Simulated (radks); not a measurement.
Values are calculated unless marked as measured or tabulated.
P+, configuration [Ne] 3s2 3p2.

Level of theory: non-relativistic Kohn-Sham, r2SCAN, spin-polarised, spherical densities, point nucleus; open shells are filled with parallel spins first; meta-GGA in the generalised Kohn-Sham scheme (a radial shooting solver on a logarithmic mesh with Libxc functionals).

Energy parts (hartree):
total: -340.84892
kinetic: 340.40989
electron-nucleus: -806.26868
Hartree: 147.83976
exchange-correlation: -22.82989

Orbitals (lengths in bohr, moments of r in powers of bohr; r(max) is where P^2 peaks):
orbital,occ.,eigenvalue (hartree),r(max),<1/r>
1s up,1,-77.20665,0.06806,14.56
1s down,1,-77.19417,0.06805,14.56
2s up,1,-6.91018,0.4196,2.821
2s down,1,-6.90222,0.4199,2.818
2p up,3,-5.05707,0.3550,2.709
2p down,3,-5.04184,0.3555,2.707
3s up,1,-0.91360,1.559,0.7381
3s down,1,-0.80430,1.550,0.7381
3p up,2,-0.56343,1.755,0.6313
3p down,0,-0.45983,1.756,0.6265

The highest occupied level is 3p up at -15.332 eV. The electron density at the nucleus is 2189 e/bohr^3. For comparison, the ionisation energy in NIST's Atomic Spectra Database is 19.769 eV (semi-empirical). In exact Kohn-Sham theory the highest level is minus the ionisation energy, but local and semilocal functionals leave it too shallow, through self-interaction and a potential that decays too fast; potentials with the right tail come closer.
